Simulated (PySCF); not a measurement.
C₄H₁₁ClSi₂.
Z-matrix (Å and degrees, GFN2-xTB geometry), rows numbered from 1:
```
C 
C   1  1.3218
C   2  1.4856  1  124.63
Si  3  1.9206  2  111.25  1   104.05
Si  4  2.3184  3  110.36  2   -64.04
C   5  1.9173  4  110.41  3    68.64
Cl  6  1.7859  5  109.04  4    51.36
H   1  1.0789  2  121.61  3     1.85
H   1  1.0768  2  122.11  3  -179.06
H   2  1.0826  1  119.90  3   178.15
H   3  1.0911  2  110.03  1   -17.38
H   3  1.0906  2  109.56  1  -135.50
H   4  1.4681  3  107.56  2    61.37
H   4  1.4720  3  106.41  2   175.13
H   5  1.4728  4  116.03  3   -49.36
H   5  1.4680  4  113.77  3  -172.92
H   6  1.0875  5  112.75  4   -66.59
H   6  1.0873  5  113.26  4   169.67
```

Computed at PBE0/pcSseg-1 (PySCF, non-relativistic), with Q(35Cl) = −0.0817 b: Cl7, 35Cl (I = 3/2): χzz = -76.35 MHz, η = 0.010.

(1) Where would the pure quadrupole (NQR) lines of 35Cl at Cl7 fall for the rigid, isolated species?

(2) Apply the simplest Townes–Dailey estimate (no s hybridisation, no π bonding), ionic character = 1 − χzz/χ0, where χ0 is the coupling for one missing p electron along the bond: −109.74 MHz for 35Cl.

Results:

(1) From ν = (|χ|/2)√(1 + η²/3): ν = 38.17 MHz (alkyl chlorine). For 37Cl the ratio of quadrupole moments, 0.7881, gives 30.09 MHz.

(2) Cl7 on C6: 1 − (-76.35)/(-109.74) = 0.30. In this model a purely covalent bond gives χ0 and a free halide ion gives zero; s hybridisation or π bonding, where present, is counted here as ionic character.

In a crystal, neighbours and librations shift these lines. GFN2-xTB bond lengths can be off by several hundredths of an ångström, more for odd bonds, and the gradients follow them. The small basis limits the accuracy of the gradients.

One conformer stands for the species.
